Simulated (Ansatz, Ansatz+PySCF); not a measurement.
```xyz
17

C     0.0000    1.4000    0.0000
C     1.2124    0.7000    0.0000
C     1.2124   -0.7000    0.0000
C     0.0000   -1.4000    0.0000
C    -1.2124   -0.7000    0.0000
C    -1.2124    0.7000    0.0000
C     2.4249    1.4000    0.0000
C     3.6373    0.7000    0.0000
C     3.6373   -0.7000    0.0000
C     2.4249   -1.4000    0.0000
H     0.0000    2.4850    0.0000
H    -2.1521   -1.2425    0.0000
H    -2.1521    1.2425    0.0000
H     2.4249    2.4850    0.0000
H     4.5769    1.2425    0.0000
H     4.5769   -1.2425    0.0000
H     2.4249   -2.4850    0.0000
```

Basis set: def2-SVP (spherical functions). Charge 0, multiplicity 2.

Computed with Ansatz (development build ahead of 0.2.0); each method stands on the lowest determinant of its kind that the runs found. Restricted functionals stand beside restricted open-shell atoms, which can lie above the unrestricted atoms usual in DFT and then raise those values.

The atomization energy at this shape (free ground-state atoms in the same class of orbitals less the molecule, no zero-point energy) of doublet C10H7:

```json
{"method": "ωB97X (unrestricted)", "atomization energy": "89.48 eV"}
{"method": "PBE0 (unrestricted)", "atomization energy": "91.36 eV"}
{"method": "PBE0 (restricted open-shell)", "atomization energy": "91.75 eV"}
{"method": "UHF", "atomization energy": "67.84 eV"}
```

Problem. What does ROHF give?

Solution. 68.10 eV. Caution for UHF: the unrestricted determinant is a mixture of spin states. Caution for ROHF: an unrestricted determinant lies well below.

The shape needn't be a minimum at these levels.
